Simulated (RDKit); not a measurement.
Input file for RDKit: UFF on CH6GeS (SMILES C[S][GeH3]), a point of a torsion scan.

```python
from rdkit import Chem
from rdkit.Chem import AllChem, rdDetermineBonds

blocks = [
'''9

C     1.58272408    0.05262924    0.11659652
S     0.31832416   -0.45147542   -1.11295253
Ge   -1.52015303    0.05520932   -0.02048881
H     2.17135823   -0.82263786    0.37077629
H     2.21613841    0.80375903   -0.34379675
H     1.11230798    0.45740893    1.00778403
H    -1.59579799   -0.70316622    1.27791356
H    -2.68833903   -0.29030242   -0.88372706
H    -1.54806639    1.52053714    0.32402774
''',
]
mol = None
for b in blocks:
    f = Chem.MolFromXYZBlock(b)
    rdDetermineBonds.DetermineBonds(f, charge=0)
    mol = f if mol is None else Chem.CombineMols(mol, f)
Chem.SanitizeMol(mol)
print(Chem.MolToSmiles(Chem.RemoveHs(mol)))
ff = AllChem.UFFGetMoleculeForceField(mol, vdwThresh=100.0, ignoreInterfragInteractions=False)
e = ff.CalcEnergy()
print(f'UFF energy {e:.6f} kcal/mol')
```

It printed:

```
C[S][GeH3]
UFF energy 5.581613 kcal/mol
```

The run finished.

Cost: around 0.010 core-seconds (rough).
